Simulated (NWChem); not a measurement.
## Correlation energy of CBr

```
Br
C 1 1.8164
```
Charge 0, spin multiplicity 2.

The numbers come from NWChem runs, not from measurements. The geometry was optimised at UPBE0/def2-SVP, a minimum by its harmonic frequencies.

Basis set: STO-3G. Each correlation energy counts from its own Hartree-Fock reference.

The Hamiltonian is non-relativistic. The correlated methods keep 10 core orbitals frozen. This spin state was chosen for the runs; another may lie lower. The structure started from a generated list of species. The unpaired electrons of the parent sit in orbitals of symmetry b1 (C2v labels of the run); other states weren't searched. No SCF solution was tested for a lower state. Open-shell Hartree-Fock references start from PBE0 orbitals. No row is a measurement; the coupled-cluster row has its own basis-set and correlation limits.

Problem. Order these methods by the correlation energy they give, lowest first: CCSDT on ROHF, CCSD(T) on UHF, SCS-UMP2, UMP2, CCSD on ROHF.

Solution. CCSDT on ROHF (-58.6 mHa), CCSD(T) on UHF (-56.8 mHa), CCSD on ROHF (-55.1 mHa), SCS-UMP2 (-39.7 mHa), UMP2 (-37.7 mHa)
